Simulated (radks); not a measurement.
Question: Mn13+, configuration [Ne] 3s2 (the NIST ground configuration). Calculated with a radial shooting solver on a logarithmic mesh with Libxc functionals: Dirac Kohn-Sham, PBE, spin-unpolarised, spherical densities, point nucleus. Some entries of the table are withheld. Estimate them.

orbital,occ.,eigenvalue (eV),<r^2> (bohr^2)
1s1/2,2,(1),0.004983
2s1/2,2,-1117.144,0.08977
2p1/2,2,-1013.742,0.07149
2p3/2,4,-1003.022,0.07303
3s1/2,2,(2),0.5885
3p1/2,0,-358.2722,0.5836
3p3/2,0,-356.1180,0.5908
4s1/2,0,-195.0236,2.167

Answer: 
(1) 1s1/2 eigenvalue (eV): -6821.602
(2) 3s1/2 eigenvalue (eV): -389.9017
